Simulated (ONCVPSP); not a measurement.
# Ranking ONCV potentials for Sr (Z = 38)

All share these settings but for the change named:

strontium, optimised norm-conserving Vanderbilt (ONCV), made with ONCVPSP 4.0.1 (PBE, scalar-relativistic). Core [Ar] 3d10, reference 4s2 4p6 5s1 5p1. Waves: 4s+5s: rc 1.80 bohr, ncon 4, nbas 8, qcut 8.1 1/bohr, 3 projectors, debl 1.3 Ha; 4p+5p: rc 3.00 bohr, ncon 4, nbas 7, qcut 5.6 1/bohr, 2 projectors; d scattering state at 0.11 Ha: rc 1.80 bohr, ncon 4, nbas 7, qcut 4.6 1/bohr, local. Local part: the d channel. Core correction: Teter function, fcfact 3.5, rcfact 1.35.

In the d channel the program set the typed energies aside and used 0.050 Ha.

Test errors are all-electron minus pseudo excitation energies from the reference, over 4s2 4p6 5s2 5p0; 4s2 4p6 5s1 5p0; 4s2 4p6 5s0 5p0; 4s2 4p6 4d1 5s1 5p0. None of these files shows a bound ghost.

The base gives 2.4 meV.

Of 7 variants that were run, those that failed, showed a ghost or another fault, or gave nearly equal values are left out.

A variant can come out equal or close to the base, since the largest error may sit in a test that the change hardly touches while other tests move.

(1) Rank these variants by their largest absolute test error, smallest first.
A. core correction Teter function, fcfact 3.5, rcfact 1.96
B. d: nproj 1; local potential polynomial inside 1.40 bohr (lpopt 1, dvloc0 1 Ha)
C. p: rc 2.82
D. s: qcut 6.2; p: qcut 4.3; d: qcut 3.5

Answers

(1) B (1.8 meV), C (2.4 meV), D (4.5 meV), A (10.9 meV).
